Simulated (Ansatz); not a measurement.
Relaxation of AlF$_{2}$H$_{5}$O (9 atoms, charge 0, multiplicity 1), to a largest force component of 0.03 eV/Å in at most 50 steps.

Computed with RKS PBE0-D4/STO-3G in Ansatz.

```xyz
9
Properties=species:S:1:pos:R:3
Al -1.064 0.094 -1.498
F 0.568 0.586 -1.529
H -1.399 -1.204 -2.159
H -2.049 1.059 -0.917
H 0.645 -0.532 1.583
O -0.226 -0.966 1.350
H 2.025 0.851 0.048
F 2.264 0.767 0.966
H -0.764 -0.654 2.155
```

Task: Where does it end, and by what steps?

Result: It converged. The force dipped under the threshold on the way, but the program's further checks kept it going. Limits of this set-up: minimal basis. After 13 steps the energy has fallen by 4.389 eV; Al1 moved furthest, 0.79 Å. Joined: Al1–O6.

| step | energy less start (eV) | largest force component (eV/Å) | accepted |
| --- | --- | --- | --- |
| 0 | 0.0000 | 2.394 | yes |
| 1 | -0.6019 | 1.082 | yes |
| 2 | -1.5732 | 1.533 | yes |
| 3 | -2.8186 | 1.877 | yes |
| 4 | -3.6915 | 1.923 | yes |
| 5 | -4.1840 | 1.899 | yes |
| 6 | -3.4605 | 6.531 | no |
| 7 | -4.3690 | 0.545 | yes |
| 8 | -4.3706 | 0.402 | yes |
| 9 | -4.3838 | 0.121 | yes |
| 10 | -4.3863 | 0.054 | yes |
| 11 | -4.3882 | 0.024 | yes |
| 12 | -4.3884 | 0.062 | yes |
| 13 | -4.3886 | 0.016 | yes |

```xyz
9
Properties=species:S:1:pos:R:3
Al -0.796 -0.070 -0.771
F 0.690 0.808 -1.057
H -0.856 -1.210 -1.735
H -1.907 0.910 -0.557
H 0.794 -0.329 1.022
O -0.297 -0.695 0.871
H 1.410 0.602 -0.166
F 1.797 0.222 0.804
H -0.834 -0.238 1.588
```

Time of the run: 20 s on 1 thread of Arm Neoverse V2, on a shared host, peak memory 0.12 GiB.
